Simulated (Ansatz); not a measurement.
Two isomers of C3H6BrN: A = `N/C=C/CBr`, B = `CC(=N)CBr`.

Program: Ansatz. Geometries: PBE0-D4/def2-TZVP. ΔE: electronic, gas phase. CCSD(T)/CBS is the MP2 limit (def2-TZVPP, def2-QZVPP) plus CCSD(T) − MP2 in def2-TZVPP, frozen cores. Functionals use def2-TZVPP. For Br outer-core shells are correlated without core-valence functions, which leaves a few kJ/mol of doubt a bond. Scalar relativity is left out up to krypton. One conformer a species, not always the lowest.

Task: Which isomer does CCSD(T)/CBS put lower? Give the gap. (An estimate is asked.)

Result: Computed: B, by 4.4 kcal/mol.

Task: Give E(B) − E(A) in kcal/mol with B2PLYP, ωB97M-V, CCSD/def2-TZVPP, PBE-D4, HF/def2-TZVPP, MP2/def2-TZVPP, PBE0-D4. (Best estimate.)

Result: Ansatz gave: B2PLYP -2.5, ωB97M-V -3.7, CCSD/def2-TZVPP -5.3, PBE-D4 -0.8, HF/def2-TZVPP -4.1, MP2/def2-TZVPP -4.5, PBE0-D4 -1.6. None reverses the order clearly.

Largest T1 diagnostic: 0.010.

From PBE to PBE0 (25 % exact exchange), in def2-TZVPP and without D4, E(B) − E(A) moves by −0.9 kcal/mol. The D4 term adds −0.9 kcal/mol with B3LYP and −0.5 kcal/mol with PBE0; it sums over pairs of atoms, weighted by their polarisabilities, and B3LYP, whose exchange is more repulsive, gets the larger term.

B3LYP here is the variant with VWN-RPA as its local correlation; programs differ in this.
